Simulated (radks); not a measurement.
The numbers below are computed, except where a source is named.
Orbital eigenvalues (eV) of the potassium ion K14+, [He] 2s2 2p1, at several levels of relativity; Dirac values are averaged over j with weights 2j + 1. Spin-unpolarised spherical Kohn-Sham, LDA (Slater exchange, Perdew-Wang correlation), point nucleus unless stated (finite: rms radius 3.4349 fm), a radial shooting solver on a logarithmic mesh with Libxc functionals. A level marked "c x" has the speed of light scaled by that factor and shares open shells by 2j + 1; other Dirac levels either fill j = l - 1/2 first or share by 2j + 1.

| shell | non-rel. | Dirac, 2j+1 shares | Dirac, 2j+1 shares, finite nucleus | Dirac, c x 3 | change of magnitude, last against first (%) |
|---|---|---|---|---|---|
| 1s | -4163.1 | -4181.8 | -4181.8 | -4165.1 | +0.05 |
| 2s | -861.11 | -865.91 | -865.91 | -861.64 | +0.06 |
| 2p | -817.23 | -818.73 | -818.73 | -817.40 | +0.02 |
